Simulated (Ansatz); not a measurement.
Isolated molecules relaxed with PBE0-D4/def2-TZVP in Ansatz; ΔE leaves out vibrations. CCSD(T)/CBS is the MP2 limit (def2-TZVPP, def2-QZVPP) plus CCSD(T) − MP2 in def2-TZVPP, frozen cores. Functionals use def2-TZVPP. B3LYP here is the variant with VWN-RPA as its local correlation; programs differ in this. Each species was taken in one conformer, which may not be the lowest.

Reaction (formal exchange of groups at the Si–B bond): `B[SiH](O)OC` + `CC(=N)C=O` → `CO[SiH](O)C=O` + `BC(C)=N`

```csv
level,ΔE (kJ/mol),difference from CCSD(T)/CBS
PBE-D4,-17.6,-0.1
r2SCAN-D4,-17.8,-0.3
PBE0-D4,-13.4,4.1
B3LYP-D4,-19.4,-1.9
ωB97X-V,-12.1,5.4
B2PLYP,-18.4,-0.9
r2SCAN,-17.8,-0.3
PBE0,-13.1,4.4
HF/def2-TZVPP,-12.1,5.4
SCS-MP2/def2-TZVPP,-14.2,3.3
CCSD/def2-TZVPP,-13.0,4.5
HF/def2-QZVPP,-13.5,4.0
SCS-MP2/def2-QZVPP,-16.9,0.6
HF/CBS(def2),-13.7,3.8
MP2/CBS(def2),-19.2,-1.7
CCSD/CBS(def2),-16.8,0.7
CCSD(T)/CBS,-17.5,0
```

Largest T1 diagnostic among the species: 0.015.

From PBE to PBE0 (25 % exact exchange), in def2-TZVPP and without D4, ΔE moves by +4.1 kJ/mol.
